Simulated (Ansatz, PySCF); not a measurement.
SeF4, SMILES F[Se](F)(F)F. Atoms are numbered in the order given.

```xyz
5

Se     0.0000     0.0000     0.3081
F      1.1538     1.1538    -0.3266
F      1.1538    -1.1538    -0.3266
F     -1.1538    -1.1538    -0.3266
F     -1.1538     1.1538    -0.3266
```
Charge 0, spin multiplicity 1.

Geometry: PBE0-D3(BJ)/def2-SVP. The isomer is the one that the SMILES or the coordinates give; other isomers of the formula were not compared.

Two levels are set side by side: PBE-D3(BJ)/def2-SVP (Ansatz, a first-principles code) and PBE0-D3(BJ)/def2-SVP (PySCF). Each level has its own optimised geometry; the coordinates shown are those of the second. Differences are taken from unrounded values.

```tsv
quantity	PBE0-D3(BJ)	PBE-D3(BJ)	PBE-D3(BJ) minus PBE0-D3(BJ)
mean bond length (Å)	1.751	1.784	0.033
bond Se1–F2 (Å)	1.751	1.784	0.033
bond Se1–F3 (Å)	1.751	1.784	0.033
bond Se1–F4 (Å)	1.751	1.784	0.033
bond Se1–F5 (Å)	1.751	1.784	0.033
```

Exact exchange shortens and stiffens bonds; PBE has none. Differences between two approximate levels are no errors against the true value.
